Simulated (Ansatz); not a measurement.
Geometry optimisation, RKS PBE/def2-SVP in Ansatz.

Input file:

```yaml
crystal:
  periodic: [false, false, false]
  atoms:
    - { symbol: Ta, position_ang: [-0.204546, -0.689469, 0.250732] }
    - { symbol: F, position_ang: [2.623428, 0.637935, 0.331059] }
    - { symbol: Cl, position_ang: [-0.604474, -0.063605, 2.488375] }
    - { symbol: F, position_ang: [0.33599, -1.36294, -1.438083] }
    - { symbol: F, position_ang: [-0.249044, 1.084672, -0.416983] }
    - { symbol: "N", position_ang: [-1.951556, -1.568823, 0.087137] }
    - { symbol: H, position_ang: [-2.610697, -1.711468, 0.857462] }
    - { symbol: H, position_ang: [-2.277316, -2.018642, -0.775241] }
    - { symbol: "N", position_ang: [1.308135, -1.956723, 1.012267] }
    - { symbol: H, position_ang: [1.720205, -2.700799, 0.438087] }
    - { symbol: H, position_ang: [1.364748, -2.192589, 2.00782] }
    - { symbol: H, position_ang: [2.703528, -0.228549, 0.676168] }
basis:
  gaussian: { orbitals: def2-SVP }
hamiltonian:
  xc: pbe
relax:
  f_tol: 0.03
  max_steps: 50
```

Run as:

```bash
$ ansatz run input.yaml --threads 4 --pin off --max-ram 5120MiB --backend cpu --events-out ev --progress --plain --runs-dir out
```

**Question.** Where does it end, and by what steps?

**Answer.** It converged. After 15 steps the energy has fallen by 1.869 eV; H12 moved furthest, 1.37 Å. Parted: F2–H12 (0.94 → 2.38 Å). Joined: Ta1–F2 (3.13 → 1.94 Å), N9–H12 (2.25 → 1.03 Å).

```csv
step,energy less start (eV),largest force component (eV/Å),accepted
0,0.0000,1.114,yes
1,-0.1763,0.656,yes
2,-0.2812,0.701,yes
3,-0.4184,0.433,yes
4,-0.5407,0.763,yes
5,-0.8064,1.918,yes
6,-1.1472,2.391,yes
7,-1.4016,2.662,yes
8,-1.5532,1.859,yes
9,-1.7612,0.612,yes
10,-1.8390,0.401,yes
11,-1.8595,0.296,yes
12,-1.8674,0.089,yes
13,-1.8683,0.036,yes
14,-1.8689,0.031,yes
15,-1.8691,0.013,yes
```

```xyz
12
Properties=species:S:1:pos:R:3
Ta 0.023 -0.191 0.138
F 1.775 0.637 0.197
Cl -0.410 0.182 2.442
F 0.493 -1.066 -1.489
F -0.814 1.354 -0.553
N -1.494 -1.516 0.152
H -2.174 -1.647 0.909
H -1.677 -2.197 -0.594
N 1.426 -1.893 0.981
H 1.447 -2.731 0.384
H 1.179 -2.189 1.935
H 2.384 -1.514 1.015
```

Whether the end is a true minimum wasn't checked by a vibrational analysis.

Run time: 36 s on 4 threads of Arm Neoverse V2, on a shared host, peak memory 0.23 GiB.
